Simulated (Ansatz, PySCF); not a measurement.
Noncovalent pair: CH4O (SMILES CO) (first 6 atoms) with C2H3N (SMILES CC#N); geometry from B3LYP-D3(BJ)/def2-TZVP, rigid monomers moved along the line of their centres of mass till H6···N9 is 1.84 Å.
(charge 0, multiplicity 1):
| atom | x (Å) | y (Å) | z (Å) |
|---|---|---|---|
| C | -0.5814 | 0.1871 | -0.7437 |
| O | 0.2525 | -0.7388 | -0.0773 |
| H | -1.6344 | 0.0862 | -0.4514 |
| H | -0.5057 | -0.0139 | -1.8130 |
| H | -0.2743 | 1.2262 | -0.5693 |
| H | 0.1926 | -0.5650 | 0.8728 |
| C | -0.2852 | 0.4582 | 5.1539 |
| C | -0.1753 | 0.1778 | 3.7326 |
| N | -0.0879 | -0.0445 | 2.6101 |
| H | -0.4846 | 1.5183 | 5.3113 |
| H | -1.0994 | -0.1229 | 5.5872 |
| H | 0.6444 | 0.1948 | 5.6587 |

Monomers are frozen at their geometry in the pair; levels with a basis set take the counterpoise correction. Rows marked so take none.

Rows in 3-21G, 6-311+G** carry no dispersion term and start afresh at each structure.

Codes used: Ansatz (an electronic-structure program) with Gaussian orbitals; PySCF for 3-21G rows, 6-311+G** rows, the dispersion terms. Each number belongs to the level named beside it.

Problem. One of these levels gives -225.0 meV for the interaction energy. Which one is it?
A) wB97X-V/def2-TZVPPD
B) B3LYP/6-311+G** (no counterpoise)
C) HF/3-21G (no counterpoise)
D) PBE-D3(BJ)/def2-TZVPPD

Solution. D, PBE-D3(BJ)/def2-TZVPPD. The others give -278.6 (HF/3-21G (no counterpoise)), -169.0 (B3LYP/6-311+G** (no counterpoise)), -189.5 (wB97X-V/def2-TZVPPD)
